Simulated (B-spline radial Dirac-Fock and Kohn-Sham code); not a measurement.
**Dipole and non-dipole photoemission parameters of Lu 6s**

System: the free lutetium atom, 1s2 2s2 2p6 3s2 3p6 3d10 4s2 4p6 4d10 4f14 5s2 5p6 5d1 6s2; threshold 6.04 eV (orbital energy of the model). Method: Dirac-Hartree-Slater photoionisation with a Latter tail; cross sections with all multipoles, angular parameters from the dipole term and its interference with E2. Computed with a radial atomic solver.

```tsv
hν (eV)	σ (kb)	β	γ
50.7	23.2	1.243	-0.122
76.7	17.7	1.561	0.011
79.5	17.1	1.578	0.021
80.1	17.0	1.581	0.023
81.9	16.6	1.590	0.029
116	11.8	1.704	0.119
124	11.0	1.721	0.135
175	7.53	1.791	0.218
196	6.60	1.808	0.245
259	4.66	1.842	0.304
289	4.04	1.853	0.325
300	3.84	1.856	0.331
335	3.31	1.866	0.349
600	1.44	1.902	0.402
658	1.26	1.907	0.403
800	0.939	1.915	0.399
804	?	?	?
1340	0.422	1.933	0.329
2000	0.219	1.943	0.216
2020	0.215	1.943	0.212
4000	0.0650	1.955	-0.041
4410	0.0544	1.956	-0.072
4460	0.0533	1.956	-0.076
4940	0.0441	1.957	-0.104
5414.7	0.0371	1.958	-0.125
7110	0.0220	1.961	-0.149
7930	0.0178	1.961	-0.140
9251.7	0.0131	1.962	-0.107
10900	0.00947	1.963	-0.042
15000	0.00492	1.963	0.195
```

Problem. Give the values at 804 eV.

Solution. σ = 0.932 kb, β = 1.915, γ = 0.399. For an s subshell δ is negligible.
